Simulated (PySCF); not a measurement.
lithium fluoride (FLi), singlet, geometry from GFN2-xTB (such geometries of metal compounds can be far from the true shape); HF/STO-3G (PySCF).

PySCF was given this input:
```python
from pyscf import gto, scf

mol = gto.M(
    atom='''
Li   -0.000000   -0.000000   -1.140433
F     0.000000    0.000000    0.380144
''',
    basis='sto-3g',
    charge=0,
    spin=0,
    verbose=4,
)

mf = scf.RHF(mol)
mf.level_shift = 0.3
mf.max_cycle = 100
mf.kernel()
```

The log (banner, timings and long lists left out):

```
PySCF version 2.14.0

[INPUT] verbose = 4
[INPUT] num. atoms = 2
[INPUT] num. electrons = 12
[INPUT] charge = 0
[INPUT] spin (= nelec alpha-beta = 2S) = 0
[INPUT] symmetry False subgroup None
[INPUT] Mole.unit = angstrom
[INPUT] Symbol           X                Y                Z      unit          X                Y                Z       unit  Magmom
[INPUT]  1 Li     0.000000000000   0.000000000000  -1.140433000000 AA    0.000000000000   0.000000000000  -2.155106033416 Bohr   0.0
[INPUT]  2 F      0.000000000000   0.000000000000   0.380144000000 AA    0.000000000000   0.000000000000   0.718368047897 Bohr   0.0

nuclear repulsion = 9.39629147017218
number of shells = 6
number of NR pGTOs = 30
number of NR cGTOs = 10
basis = sto-3g
ecp = {}

******** <class 'pyscf.scf.hf.RHF'> ********
method = RHF
initial guess = minao
damping factor = 0
level_shift factor = 0.3
DIIS = <class 'pyscf.scf.diis.CDIIS'>
diis_start_cycle = 1
diis_space = 8
diis_damp = 0
SCF conv_tol = 1e-09
SCF conv_tol_grad = None
SCF max_cycles = 100
direct_scf = True
direct_scf_tol = 1e-13
Set gradient conv threshold to 3.16228e-05
Initial guess from minao.
init E= -104.963381744168
  HOMO = -0.560477203576505  LUMO = 0.143161561552186  gap/eV = 19.14699
cycle= 1 E= -105.2446878693  delta_E= -0.281  |g|= 0.381  |ddm|= 1.32
  HOMO = -0.113863649473808  LUMO = 0.359196480994984  gap/eV = 12.87262
cycle= 2 E= -105.363897522665  delta_E= -0.119  |g|= 0.0677  |ddm|= 0.797
  HOMO = -0.338957750160884  LUMO = 0.379871970196771  gap/eV = 19.56035
cycle= 3 E= -105.366419882986  delta_E= -0.00252  |g|= 0.0262  |ddm|= 0.0953
  HOMO = -0.34521753609178  LUMO = 0.381874866223103  gap/eV = 19.78519
cycle= 4 E= -105.366895276019  delta_E= -0.000475  |g|= 0.00989  |ddm|= 0.0457
  HOMO = -0.346958353684551  LUMO = 0.382265807671458  gap/eV = 19.84320
cycle= 5 E= -105.367008400634  delta_E= -0.000113  |g|= 0.00523  |ddm|= 0.0231
  HOMO = -0.344980589064228  LUMO = 0.382251182204149  gap/eV = 19.78898
cycle= 6 E= -105.367054107425  delta_E= -4.57e-05  |g|= 0.00203  |ddm|= 0.0199
  HOMO = -0.345219273600394  LUMO = 0.38228463732254  gap/eV = 19.79639
cycle= 7 E= -105.367061140011  delta_E= -7.03e-06  |g|= 0.000779  |ddm|= 0.00792
  HOMO = -0.345324421291571  LUMO = 0.38228756354535  gap/eV = 19.79933
cycle= 8 E= -105.367062172737  delta_E= -1.03e-06  |g|= 0.000308  |ddm|= 0.00299
  HOMO = -0.345374527493919  LUMO = 0.382291996451957  gap/eV = 19.80081
cycle= 9 E= -105.367062333401  delta_E= -1.61e-07  |g|= 0.000119  |ddm|= 0.00116
  HOMO = -0.345372854477138  LUMO = 0.382290746834412  gap/eV = 19.80074
cycle= 10 E= -105.367062357016  delta_E= -2.36e-08  |g|= 4.64e-05  |ddm|= 0.000438
  HOMO = -0.345373490223894  LUMO = 0.382290523371905  gap/eV = 19.80075
cycle= 11 E= -105.367062360602  delta_E= -3.59e-09  |g|= 1.83e-05  |ddm|= 0.000169
  HOMO = -0.345373561056285  LUMO = 0.382290521774189  gap/eV = 19.80075
cycle= 12 E= -105.367062361152  delta_E= -5.5e-10  |g|= 7.19e-06  |ddm|= 6.57e-05
  HOMO = -0.345374353682803  LUMO = 0.0822904273275267  gap/eV = 11.63735
Extra cycle  E= -105.367062361231  delta_E= -7.91e-11  |g|= 3.25e-06  |ddm|= 2.28e-05
converged SCF energy = -105.367062361231
```
